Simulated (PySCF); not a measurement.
**Correlation energy of Cu⁺ (copper, charge +1)**

[Ar] 3d10, closed-shell 1S. Computed with PySCF 2.14 in ANO-RCC-VTZP, with the spin-free X2C one-electron Hamiltonian (Gaussian nucleus). Frozen: [Ne]; 18 electrons correlated.

```csv
level,correlation energy (mhartree)
CCSD,-752.28
(T),-19.24
CCSD(T),-771.52
```

Diagnostics: T1 = 0.013, D1 = 0.0240, largest double amplitude 0.027.

Cost of the coupled-cluster step: roughly 6 core-seconds, for 18 correlated electrons.
